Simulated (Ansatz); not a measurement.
`[AlH2][O][SiH3]` + `OBN[SiH3]` → `OBN([SiH3])[SiH3]` + `[OH][AlH2]`  (ligand exchange at the Si–O bond)

Gas-phase electronic energies from Ansatz, PBE0-D4/def2-TZVP geometries. CCSD(T)/CBS adds triple-zeta CCSD(T) − MP2 to the extrapolated MP2 energy (def2 sets, frozen cores). This one scheme is used for every species. DFT in def2-TZVPP. B3LYP here is the variant with VWN-RPA as its local correlation; programs differ in this. One conformer a species, not always the lowest.

`[AlH2][O][SiH3]`:

```xyz
8

Al   -1.617    0.937    0.057
O    -0.171    0.080    0.001
Si    1.240   -0.721   -0.044
H    -2.823    0.302    0.854
H    -1.685    2.326   -0.691
H     1.274   -1.618   -1.230
H     1.406   -1.543    1.185
H     2.375    0.236   -0.132
```

`OBN[SiH3]`:

Z-matrix (Å, degrees):
```
Si
N 1 1.742
H 1 1.487 2 106.6
H 1 1.485 2 111.7 3 -119.1
H 1 1.485 2 111.6 3 119.1
B 2 1.410 1 125.7 3 -179.6
H 2 1.007 1 117.3 3 0.4
O 6 1.369 2 117.2 1 -0.0
H 6 1.201 2 121.4 1 179.9
H 8 0.957 6 113.4 2 180.0
```

`OBN([SiH3])[SiH3]`:

Cartesian coordinates in Å:
```
O -0.848 2.021 -0.800
B 0.209 1.409 -0.186
N 0.109 0.012 0.048
Si 1.386 -0.885 0.822
Si -1.345 -0.825 -0.460
H -0.725 2.962 -0.932
H 1.180 2.037 0.140
H 0.891 -1.526 2.069
H 2.493 0.046 1.147
H 1.884 -1.961 -0.076
H -2.546 -0.301 0.235
H -1.150 -2.251 -0.081
H -1.537 -0.739 -1.928
```

`[OH][AlH2]`:

```xyz
5

O    -0.410   -0.947   -0.644
Al    0.355    0.300    0.212
H    -1.359   -1.024   -0.727
H    -0.519    1.415    0.923
H     1.931    0.256    0.236
```

Q: Is it downhill or uphill in electronic energy at CCSD(T)/CBS, and by how much? (Best estimate.)

A: Ansatz gave: Uphill: ΔE = +0.60 eV.

Q: What do these levels give: PBE-D4, r2SCAN-D4, ωB97X-V, PBE, r2SCAN, B3LYP, CCSD/def2-TZVPP, CCSD(T)/def2-TZVPP, HF/def2-QZVPP, SCS-MP2/def2-QZVPP, HF/CBS(def2), MP2/CBS(def2)? (An estimate is asked.)

A: Computed: PBE-D4 0.54, r2SCAN-D4 0.63, ωB97X-V 0.63, PBE 0.59, r2SCAN 0.64, B3LYP 0.74, CCSD/def2-TZVPP 0.65, CCSD(T)/def2-TZVPP 0.61, HF/def2-QZVPP 0.89, SCS-MP2/def2-QZVPP 0.65, HF/CBS(def2) 0.89, MP2/CBS(def2) 0.59 eV.

Largest T1 diagnostic among the species: 0.012.

From PBE to PBE0 (25 % exact exchange), in def2-TZVPP and without D4, ΔE moves by +0.04 eV. The D4 term adds −0.09 eV with B3LYP and −0.05 eV with PBE0; it sums over pairs of atoms, weighted by their polarisabilities, and B3LYP, whose exchange is more repulsive, gets the larger term. In def2-TZVPP, CCSD(T) changes the Hartree–Fock value by −0.27 eV (the triples alone add −0.04 eV) and MP2 by −0.29 eV.
